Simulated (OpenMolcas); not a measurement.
An OpenMolcas run meant for Se⁴⁺ (ANO-RCC-VQZP, DKH2; inactive shells 1s 2s 2p 3s 3p 3d; intended active space 2 electrons in 9 orbitals (RAS2 4s 4p; RAS3 4d, at most 2 electrons)). One step of its input:

```
&CASPT2
Multistate=1 1
Frozen=3 6
IPEA=0.25
Shift=5.0
MaxIter=60
WThr=0.0 0.3 0.05
PrWF=0.5
NoMix
```

The run finished. Its levels beside those of a sound run (SS-RASPT2, IPEA 0.25 Eh, imaginary shift 0.1 Eh (closed shells correlated: 3d)), in cm-1 above each run's lowest level:

| Level | This run | Usual run |
| --- | --- | --- |
| 4s2 1S0 | 0.0 | 0.0 |
| 4s 4p 3P* 0 | 87743 | 87895 |
| 4s 4p 3P* 1 | 89164 | 89314 |
| 4s 4p 3P* 2 | 92284 | 92436 |
| 4s 4p 1P* 1 | 133252 | 132614 |

Problem. Which setting is unsound, and how much does it matter here?

Solution. The level shift is far above the usual 0.1 to 0.3 hartree and damps the second-order energy. Against the sound run the excited levels shown move by 270 cm-1 on average and by 640 cm-1 at most.

Some high roots are left out of the spin-orbit mixing, which shifts the levels that they would mix with. Active for correlation alone: 4d; no level in the range computed is led by a configuration that fills it, so any true level of that kind is missing. Levels of configurations outside the active space are missing.

* marks odd parity.
